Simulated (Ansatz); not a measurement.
Compare A (`B[CH2][GaH2]`) with its isomer B (`C[BH][GaH2]`).

Calculated with Ansatz (gas phase, PBE0-D4/def2-TZVP geometries, no zero-point term in ΔE). CCSD(T)/CBS adds triple-zeta CCSD(T) − MP2 to the extrapolated MP2 energy (def2 sets, frozen cores). DFT in def2-TZVPP. B3LYP here is the variant with VWN-RPA as its local correlation; programs differ in this. For Ga outer-core shells are correlated without core-valence functions, which leaves a few kJ/mol of doubt a bond. Scalar relativity is left out up to krypton.

A:

```xyz
9

B    -0.0901    0.7697   -1.1476
C     0.7461    0.3606    0.0448
Ga   -0.4814   -0.9289    0.9799
H    -0.1135    0.0940   -2.1389
H    -0.8156    1.7245   -1.0918
H     1.5994   -0.2919   -0.1673
H     0.9655    1.1178    0.7981
H    -0.6438   -2.3798    0.4113
H    -1.1666   -0.4661    2.3115
```

B:

Z-matrix (Å, degrees):
```
C
B 1 1.556
H 1 1.104 2 103.4
H 1 1.094 2 113.6 3 113.2
H 1 1.091 2 117.2 3 -117.0
Ga 2 2.078 1 126.0 3 99.5
H 2 1.205 1 116.3 3 -77.0
H 6 1.579 2 122.9 1 -86.4
H 6 1.579 2 122.6 1 94.6
```

(1) Which is lower in electronic energy at CCSD(T)/CBS, and by how much? (An estimate is asked.)

(2) Give E(B) − E(A) in kcal/mol with B3LYP, B3LYP-D4, CCSD/def2-TZVPP, r2SCAN-D4, HF/def2-TZVPP, ωB97M-V, MP2/def2-TZVPP. (An estimate is asked.)

(3) Does the order hold for the free energy at 298.15 K (harmonic terms from PBE0-D4)? (An estimate is asked.)

Largest T1 diagnostic: 0.013.

Results:

(1) The calculation gave: A, by 9.5 kcal/mol.

(2) The calculation gave: B3LYP 8.0, B3LYP-D4 8.4, CCSD/def2-TZVPP 9.3, r2SCAN-D4 8.3, HF/def2-TZVPP 8.7, ωB97M-V 9.2, MP2/def2-TZVPP 11.6. None reverses the order clearly.

(3) Computed: Yes: G(B) − G(A) = +10.4 kcal/mol. Modes under 60 cm⁻¹, often nearly free rotors, make the harmonic entropy too high.

From BLYP to BHLYP (50 % exact exchange), in def2-TZVPP and without D4, E(B) − E(A) moves by +1.2 kcal/mol. In def2-TZVPP, CCSD(T) changes the Hartree–Fock value by +1.1 kcal/mol (the triples alone add +0.5 kcal/mol) and MP2 by +2.9 kcal/mol.
